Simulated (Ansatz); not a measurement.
C2H8N2Si can be A, `NC(N)=C[SiH3]`, or B, `N=C([SiH3])CN`.

Program: Ansatz. Geometries: PBE0-D4/def2-TZVP. ΔE: electronic, gas phase. CCSD(T)/CBS adds triple-zeta CCSD(T) − MP2 to the extrapolated MP2 energy (def2 sets, frozen cores). DFT in def2-TZVPP. B3LYP here is the variant with VWN-RPA as its local correlation; programs differ in this. One conformer a species, not always the lowest.

A:

```xyz
13

N    -0.0920    2.0913   -0.5467
C    -0.2292    0.7667   -0.1706
N    -1.5497    0.3627   -0.2157
C     0.8139   -0.0176    0.1908
Si    0.7734   -1.8233    0.4733
H    -0.8153    2.7011   -0.1948
H     0.8318    2.4663   -0.4086
H    -2.0604    0.7209   -1.0093
H    -1.6844   -0.6281   -0.0876
H     1.7662    0.4909    0.3166
H     1.8657   -2.5269   -0.2570
H    -0.5272   -2.3929    0.0019
H     0.9070   -2.2110    1.9078
```

B:

```xyz
13

N    -1.577   -0.327   -0.666
C    -0.344   -0.113   -0.459
Si    0.856   -0.448   -1.884
C     0.208    0.385    0.866
N    -0.803    0.404    1.900
H    -2.097   -0.100    0.193
H     1.718   -1.613   -1.540
H     1.755    0.727   -2.066
H     0.102   -0.716   -3.129
H     1.099   -0.211    1.116
H     0.575    1.405    0.703
H    -0.883   -0.492    2.360
H    -0.607    1.100    2.604
```

**Question.** Which isomer does CCSD(T)/CBS put lower? Give the gap. (Best estimate.)

**Answer.** Computed: A, by 14.1 kcal/mol.

**Question.** Give E(B) − E(A) in kcal/mol with ωB97M-V, PBE0-D4, CCSD(T)/def2-TZVPP, B3LYP-D4, r2SCAN-D4, CCSD/def2-TZVPP, B2PLYP. (Best estimate.)

**Answer.** The calculation gave: ωB97M-V 15.6, PBE0-D4 17.6, CCSD(T)/def2-TZVPP 13.2, B3LYP-D4 16.1, r2SCAN-D4 18.4, CCSD/def2-TZVPP 13.3, B2PLYP 15.5. None reverses the order clearly.

Largest T1 diagnostic: 0.012.

From PBE to PBE0 (25 % exact exchange), in def2-TZVPP and without D4, E(B) − E(A) moves by +0.7 kcal/mol.
